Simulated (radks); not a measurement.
The mean radii <r> (bohr) of the occupied orbitals of an atom or ion are listed with their occupations. All-electron calculation, scalar-relativistic Kohn-Sham, r2SCAN, spin-polarised, spherical densities, finite nucleus; meta-GGA in the generalised Kohn-Sham scheme; Fermi nuclear charge, rms radius of each element as measured or else 0.836 A^(1/3) + 0.57 fm. Program: a radial shooting solver on a logarithmic mesh with Libxc functionals.

| orbital | occ. | <r> |
|---|---|---|
| 1s down | 1 | 0.03610 |
| 1s up | 1 | 0.03610 |
| 2s up | 1 | 0.1579 |
| 2s down | 1 | 0.1579 |
| 2p up | 3 | 0.1377 |
| 2p down | 3 | 0.1377 |
| 3s up | 1 | 0.4421 |
| 3s down | 1 | 0.4421 |
| 3p up | 3 | 0.4450 |
| 3p down | 3 | 0.4451 |
| 3d up | 5 | 0.4329 |
| 3d down | 5 | 0.4328 |
| 4s up | 1 | 1.154 |
| 4s down | 1 | 1.147 |
| 4p up | 3 | 1.278 |
| 4p down | 3 | 1.268 |
| 4d up | 2 | 1.697 |

Name the element and its charge. Open shells, if any, are filled with parallel spins first.

Answer. Z = 41, niobium, charge +3: Nb3+ in [Kr] 4d2. The 1s radius gives Z: for a bare nucleus <r> = (2 gamma + 1)/(2Z) with gamma = sqrt(1 - (Z/c)^2), 0.03547 bohr for Z = 41, and screening makes it slightly larger (0.03610 here). The occupations add up to 38, and the charge is Z minus that.
